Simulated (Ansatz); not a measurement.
Molecule: C5H3O2, charge 0, multiplicity 2. It need not be the lowest isomer of its formula. 
Geometry from a B3LYP-D3(BJ)/def2-TZVP (Ansatz, a quantum-chemistry and plane-wave program) optimisation:
```
C
C 1 1.3682
H 2 1.0775 1 124.94
O 1 1.3981 2 108.63 3 -180.00
C 4 1.3134 1 105.65 2 0.00
C 5 1.3618 4 114.45 1 0.00
H 6 1.0745 5 127.83 4 -180.00
C 1 1.4472 2 134.25 3 0.00
O 8 1.2117 1 123.30 2 0.00
H 8 1.1065 9 122.12 1 -180.00
```
Charge 0, spin multiplicity 2.

Parts of the frozen-core correlation energy in 6-31G* (Ansatz, hartree). Frozen orbitals: 7; correlated occupied orbitals by spin: 18 and 17; virtual: 86 and 87. UHF or UKS for open shells. No spin-orbit coupling. No relativistic terms.

| term | value |
|---|---|
| reference (HF) | -340.70422 |
| MP2 opposite-spin | (withheld) |
| MP2 same-spin | (withheld) |
| CCSD correlation | -0.97197 |
| (T) | (withheld) |
| T1 diagnostic | 0.045 |
| largest doubles amplitude | 0.066 |
| <S^2> of the reference | 1.335 |

### Question
What belongs in the gaps?

### Answer

- MP2 opposite-spin, value: -0.66002
- MP2 same-spin, value: -0.25409
- (T), value: -0.04098
